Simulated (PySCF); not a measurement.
# Structure from 2D NMR

Compound of formula C6H4F2. Correlations simulated from computed shifts and the bond graph:

HSQC (one-bond C–H):
| δH | δC |
| --- | --- |
| 7.34 | 122.6 |

HMBC (two and three bonds, from the bond graph):
| δH | δC |
| --- | --- |
| 7.34 | 168.3, 122.6 |

Carbons without hydrogens: δ 168.3.

PySCF 2.14 calculation with shielding tensors at PBE0/pcSseg-1 (GIAO) and geometry from GFN2-xTB; non-relativistic Hamiltonian, no solvent model, a single conformation, fast rotation and ring inversion assumed for equivalent nuclei.

Chemical shifts δ = σref − σ; TMS for $^{1}$H (σ = 31.72 ppm), $^{13}$C (σ = 186.93 ppm), all at this level.

Exchangeable hydrogens are left out of these lists.

Question: Work out the connectivity.

Answer: `Fc1ccc(F)cc1`.

Structure with atom numbers: `[F:1][c:2]1[cH:3][cH:4][c:5]([F:6])[cH:7][cH:8]1`; H(Xn) means a hydrogen on atom n.

1. δC 168.3 is C2/C5, an aromatic carbon bearing fluorine.
2. δC 122.6 is C3/C4/C7/C8, an aromatic CH (δH 7.34).
3. HMBC from δH 7.34 reaches the proton-free carbon C2/C5.

This is the structure that produced the data.

Shifts are as computed. Against solution values, carbons near 30 ppm lie about +3 ppm off and those near 130 ppm about +5 ppm. Of 246 compounds with measured shifts, 49 miss one by over three times the rms of a fit or turn the order of signals round; such compounds aren't used in these exercises.
